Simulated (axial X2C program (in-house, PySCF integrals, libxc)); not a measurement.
**Worked dissociation energy of BeBr⁻: MP2, 2c**

All values were computed with an axial X2C code built on PySCF integrals. Two-component (2c) means X2C with spin–orbit coupling and atomic mean-field two-electron Coulomb and Gaunt terms. Basis: Br dyall-acv3z [9s10p7d5f1g], Be dyall-av3z [9s9p4d2f] (cores contracted in-house); Gaussian nuclei, density fitting, unrestricted open shells. Masses: Br 78.918 u, Be 9.012 u.

Molecular state: Ω = 0 (closed shell).

Correlated methods: 10 electrons correlated (number of frozen shells: Br 3 s, 2 p, 1 d; Be 1 s), 254 virtual spin orbitals or spinors in MP2.

- E(Br-) (2M_J = 0): -2603.865889 hartree
- E(Be) (2M_J = 0): -14.604338 hartree
- E(BeBr⁻) at Re: -2618.516093 hartree
- ωe: 457.6 cm⁻¹
- ωexe: 6.92 cm⁻¹

**Question.** Work out De and D0.

**Answer.** De = -2603.865889 + (-14.604338) − (-2618.516093) = 0.04587 hartree = 1.248 eV. The zero-point energy is ωe/2 − ωexe/4 = 227 cm⁻¹ = 0.028 eV, so D0 = 1.220 eV.

Occupations by symmetry block were frozen at the best pattern of an incomplete PBE0 search. De is counted from the lowest determinant-based energies of the atoms at the same level, without counterpoise correction.

Each atomic determinant is the lowest at this level and need not be a pure J level. Totals compare only within one Hamiltonian and basis.
